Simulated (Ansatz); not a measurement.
The cluster InSi₆⁻. The state is a singlet with charge -1. Geometry PBE0-D4/def2-SVPD; atoms count from 1.

```xyz
7

In   -1.149    1.644   -0.949
Si    1.962   -1.579   -1.965
Si    0.618   -1.456    2.194
Si    0.522    0.104   -2.063
Si   -2.132    1.996    1.317
Si   -0.661    0.257    1.461
Si    0.841   -0.966    0.004
```

In the def2 sets In takes a core potential; there is no spin–orbit coupling. The restricted singlet is unstable towards broken spin symmetry in Hartree–Fock (as tested in another run); at PBE0-D4/def2-TZVPD this wasn't settled. Another isomer (singlet) lies 1.29 eV lower at PBE0-D4/def2-TZVPD; other spin states weren't run for this one.

Estimate the Mulliken populations from the PBE0/def2-TZVPD orbitals of Ansatz.


```tsv
atom	charge (e)
In1	0.18
Si2	-0.39
Si3	-0.45
Si4	-0.30
Si5	-0.48
Si6	0.11
Si7	0.34
```
Mulliken values and Mayer orders depend strongly on the basis. With diffuse functions, as here, like atoms can get unlike values, and bond orders can come out too low or too high.

And the Mayer bond orders between bonded heavy atoms (over 0.3)?

In1–Si4 0.90 (2.53 Å); In1–Si5 1.14 (2.50 Å); In1–Si6 0.51 (2.82 Å); Si2–Si4 1.32 (2.22 Å); Si2–Si7 0.67 (2.35 Å); Si3–Si6 1.05 (2.26 Å); Si3–Si7 1.01 (2.25 Å); Si4–Si7 0.75 (2.35 Å); Si5–Si6 1.03 (2.28 Å); Si6–Si7 0.70 (2.42 Å).
